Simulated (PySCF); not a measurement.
## Frontier levels across methods

Compound: C2H8SSi.
Geometry (PBE0-D3(BJ)/def2-SVP, Å), atoms numbered from 1 in this order:
```xyz
12
C2H8SSi angstrom
C     -1.700   -0.248   -0.044
C     -0.286   -0.628    0.389
Si     0.919    0.818    0.370
S      2.890    0.252    1.025
H     -1.717    0.161   -1.067
H     -2.376   -1.117   -0.028
H     -2.136    0.516    0.620
H      0.123   -1.417   -0.267
H     -0.281   -1.051    1.408
H      0.500    1.872    1.341
H      0.967    1.413   -1.003
H      3.126   -0.572   -0.020
```

Basis pcSseg-2 throughout (PySCF), one geometry. The structure is a single PBE0-D3(BJ)/def2-SVP conformer in the gas phase; no vibrational or solvent corrections.

**Question.** How do the orbital energies, the gap and the dipole change with the method?

**Answer.** 
```json
{"method": "BLYP", "kind": "GGA", "HOMO (eV)": "-5.96", "LUMO (eV)": "-0.65", "gap (eV)": "5.30", "μ (D)": "1.78", "SCF cycles": "14"}
{"method": "B97-D", "kind": "GGA", "HOMO (eV)": "-6.08", "LUMO (eV)": "-0.59", "gap (eV)": "5.49", "μ (D)": "1.84", "SCF cycles": "14"}
{"method": "PBE", "kind": "GGA", "HOMO (eV)": "-6.11", "LUMO (eV)": "-0.70", "gap (eV)": "5.41", "μ (D)": "1.83", "SCF cycles": "14"}
{"method": "OPBE", "kind": "GGA", "HOMO (eV)": "-6.12", "LUMO (eV)": "-0.51", "gap (eV)": "5.60", "μ (D)": "1.89", "SCF cycles": "14"}
{"method": "KT2", "kind": "GGA", "HOMO (eV)": "-6.18", "LUMO (eV)": "-0.74", "gap (eV)": "5.44", "μ (D)": "1.79", "SCF cycles": "14"}
{"method": "KT3", "kind": "GGA", "HOMO (eV)": "-6.19", "LUMO (eV)": "-0.75", "gap (eV)": "5.44", "μ (D)": "1.79", "SCF cycles": "14"}
{"method": "BP86", "kind": "GGA", "HOMO (eV)": "-6.20", "LUMO (eV)": "-0.68", "gap (eV)": "5.52", "μ (D)": "1.84", "SCF cycles": "14"}
{"method": "LDA", "kind": "LDA", "HOMO (eV)": "-6.21", "LUMO (eV)": "-0.88", "gap (eV)": "5.33", "μ (D)": "1.88", "SCF cycles": "13"}
{"method": "B97-2", "kind": "global hybrid", "HOMO (eV)": "-7.08", "LUMO (eV)": "0.13", "gap (eV)": "7.21", "μ (D)": "1.87", "SCF cycles": "12"}
{"method": "B3LYP", "kind": "global hybrid", "HOMO (eV)": "-7.08", "LUMO (eV)": "-0.16", "gap (eV)": "6.92", "μ (D)": "1.83", "SCF cycles": "12"}
{"method": "PBE0", "kind": "global hybrid", "HOMO (eV)": "-7.32", "LUMO (eV)": "0.12", "gap (eV)": "7.44", "μ (D)": "1.88", "SCF cycles": "12"}
{"method": "mPW1PW91", "kind": "global hybrid", "HOMO (eV)": "-7.34", "LUMO (eV)": "0.13", "gap (eV)": "7.47", "μ (D)": "1.87", "SCF cycles": "12"}
{"method": "BHandHLYP", "kind": "global hybrid", "HOMO (eV)": "-8.40", "LUMO (eV)": "0.79", "gap (eV)": "9.19", "μ (D)": "1.87", "SCF cycles": "11"}
{"method": "CAM-B3LYP", "kind": "range-separated hybrid", "HOMO (eV)": "-8.64", "LUMO (eV)": "0.94", "gap (eV)": "9.58", "μ (D)": "1.87", "SCF cycles": "12"}
{"method": "wB97X-D", "kind": "range-separated hybrid", "HOMO (eV)": "-9.17", "LUMO (eV)": "1.84", "gap (eV)": "11.01", "μ (D)": "1.91", "SCF cycles": "12"}
{"method": "LC-wPBE", "kind": "range-separated hybrid", "HOMO (eV)": "-10.03", "LUMO (eV)": "2.11", "gap (eV)": "12.15", "μ (D)": "1.95", "SCF cycles": "12"}
{"method": "HF", "kind": "Hartree–Fock", "HOMO (eV)": "-10.12", "LUMO (eV)": "2.56", "gap (eV)": "12.68", "μ (D)": "1.94", "SCF cycles": "10"}
```

The HOMO spans 4.17 eV, from BLYP down to HF, and the gap runs from 5.30 eV (BLYP) to 12.68 eV (HF). Over the methods BLYP (0 %), B97-D (0 %), PBE (0 %), OPBE (0 %), KT2 (0 %), KT3 (0 %), BP86 (0 %), LDA (0 %), B97-2 (21 %), B3LYP (20 %), PBE0 (25 %), mPW1PW91 (25 %), BHandHLYP (50 %), HF (100 %), a straight line through the gap against the share of exact exchange rises by 0.73 eV for each 10 % (correlation coefficient 0.998). The dipole ranges from 1.78 D (BLYP) to 1.95 D (LC-wPBE). This basis has no diffuse functions.
